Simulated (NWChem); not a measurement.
Species: Si2H6O2; SMILES O[SiH2][SiH2]O

```xyz
10

O      1.0875    -1.4973     0.0000
Si    -0.5538    -1.1945     0.0000
Si    -0.5742     1.1614     0.0000
O      1.1055     1.3503     0.0000
H      1.5902    -0.6679     0.0000
H     -1.2200    -1.7757     1.2055
H     -1.2200    -1.7757    -1.2055
H     -1.1877     1.8098     1.2043
H     -1.1877     1.8098    -1.2043
H      1.4722     2.2395     0.0000
```
Atoms are numbered in this order, from 1.

Program: NWChem. Pople sets run with spherical d functions. Coordinates come from a PBE0/def2-SVP optimisation. Vertical excitations in the gas phase; the lowest state need not have the same character in each row.

| level | lowest excitation, singlet (eV) | lowest state with f > 0.02, singlet (eV) | lowest triplet (eV) | orbital gap (eV) |
|---|---|---|---|---|
| PBE/6-31+G*, full TDDFT | 5.11 | 6.52 | 4.68 | 4.98 |
| B3LYP/6-31+G*, full TDDFT | 5.60 | 7.00 | 5.08 | 6.56 |
| BHandHLYP/6-31+G*, full TDDFT | 6.10 | 7.68 | 5.47 | 8.80 |
